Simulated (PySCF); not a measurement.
F₂GeH₄Si, SMILES [GeH3][SiH](F)F. Atoms are numbered in the order given.

```xyz
8

Si    -1.0429     0.3849     0.0000
F     -1.7017    -0.3191     1.3008
F     -1.7017    -0.3191    -1.3008
Ge     1.2902    -0.0339     0.0000
H     -1.4567     1.8118     0.0000
H      1.9299     0.5893    -1.2520
H      1.9299     0.5893     1.2520
H      1.5432    -1.5494     0.0000
```
Charge 0, spin multiplicity 1.

Geometry: PBE0-D3(BJ)/def2-SVP. The structure was generated by enumeration, and PubChem lists no compound with its InChIKey, so it may never have been made.

Level of theory: PBE/def2-TZVP run with PySCF.

Atomic charges (e):

| atom | Mulliken | IAO |
|---|---|---|
| Si1 | 0.59 | 1.21 |
| F2 | -0.27 | -0.51 |
| F3 | -0.27 | -0.51 |
| Ge4 | -0.06 | 0.09 |
| H5 | -0.04 | -0.14 |
| H6 | 0.02 | -0.05 |
| H7 | 0.02 | -0.05 |
| H8 | 0.02 | -0.04 |
